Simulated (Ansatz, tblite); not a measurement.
Isomers of B6Sb6 (singlet), found by a short tight-binding search and relaxed with r2SCAN-D4/def2-SVP in Ansatz.

In the def2 sets Sb takes a core potential; there is no spin–orbit coupling. The xTB rows come from tblite.

Other spin states weren't relaxed.

A:

Cartesian coordinates in Å:
```
B -0.503 0.074 -0.235
B -0.254 -1.456 0.520
B 0.558 0.939 -1.178
B -1.464 -0.110 1.152
B 1.068 -0.645 -0.386
B -0.682 1.259 1.207
Sb 0.131 -0.910 2.700
Sb -2.354 -1.611 -0.315
Sb 1.488 -0.637 -2.590
Sb -1.264 0.198 -2.543
Sb 2.388 0.268 1.290
Sb 0.888 2.632 0.377
```

B:

Cartesian coordinates in Å:
```
B -0.7022 -1.3876 -1.7345
B -1.5957 -0.0359 -0.8734
B -0.6316 -0.2257 0.4120
B -1.7371 -0.4443 -2.4398
B 1.0971 -0.5364 0.5451
B -0.0293 -0.1783 1.9179
Sb 1.5823 -1.4729 2.6918
Sb -0.3749 2.1302 2.1858
Sb -1.3448 2.2613 -0.4813
Sb 1.3567 -1.9323 -1.1702
Sb 2.2642 1.0785 1.6244
Sb 0.1155 0.7435 -2.6778
```

Estimate their order by electronic energy at PBE0-D4/def2-SVP, counted from the lowest.

A (0.00) < B (2.16), in eV.

Do the other levels pick the same lowest one?

All that were run do. Energies above each level's lowest (eV):

| level | A | B |
| --- | --- | --- |
| GFN1-xTB | 0.00 | 1.12 |
| GFN2-xTB | 0.00 | 0.33 |
| PBE-D4/def2-SVP | 0.00 | 1.86 |
| r2SCAN-D4/def2-SVP | 0.00 | 1.81 |
| PBE0-D4/def2-SVP | 0.00 | 2.16 |
Point groups (tolerance 0.1 Å): A not assigned, B not assigned. Lower isomers may exist.
